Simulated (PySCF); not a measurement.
Input file for PySCF: R-BP86/6-31G* on GaGeH5 (SMILES [GaH2][GeH3]), a point of a torsion scan.

```python
from pyscf import gto, scf, dft, mp
from pyscf.data.elements import chemcore

mol = gto.M(
    atom='''
    Ga    1.41043167   -0.09295203   -0.00163775
    Ge   -1.00880380    0.07774634   -0.00292416
    H     2.38055614    1.16650277    0.03343106
    H     2.23350976   -1.45285179   -0.04260367
    H    -1.73165677   -0.51810056   -1.19111021
    H    -1.74038895   -0.54643019    1.16520124
    H    -1.53310141    1.49637325    0.01147464
    ''',
    basis='6-31g*',
    cart=True,
    charge=0, spin=0, verbose=3, max_memory=1800)
mf = dft.RKS(mol, xc='b88,p86')
mf.conv_tol = 1e-8
mf.max_cycle = 100
mf.kernel()
if not mf.converged:
    mf = mf.newton().run(mf.mo_coeff, mf.mo_occ)
```

What total energy does the run end on?

-4004.8149 hartree.
